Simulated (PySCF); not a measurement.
## Electron correlation in Zn (zinc, neutral)

[Ar] 3d10 4s1 5s1, high-spin 3S determinant (an excited configuration). All numbers are calculated (PySCF 2.14, the spin-free X2C one-electron Hamiltonian (Gaussian nucleus), in x2c-TZVPPall with one added diffuse shell each of s, p, d, f type (7s6p5d3f1g, 80 functions)). Frozen: [Ne]; 20 electrons correlated.

MP2 pair energies summed by pair of shells (mhartree):

```
 pair   energy  share (%)
3d-3d  -428.61       53.5
3p-3d  -212.98       26.6
3s-3d   -48.88        6.1
3p-3p   -47.19        5.9
3d-4s   -29.84        3.7
3s-3p   -21.95        2.7
3s-3s    -3.66        0.5
3p-4s    -3.21        0.4
3d-5s    -2.58        0.3
4s-5s    -1.98        0.2
3s-4s    -0.37        0.0
3p-5s    -0.25        0.0
3s-5s    -0.03        0.0
```

Total MP2 correlation energy: -801.51 mhartree.

Same-spin part -274.83 and opposite-spin part -526.69 mhartree; SCS-MP2 scales them by 1/3 and 6/5 to -723.63 mhartree.

This basis was not built for core-valence correlation, so the inner-shell part is incomplete.
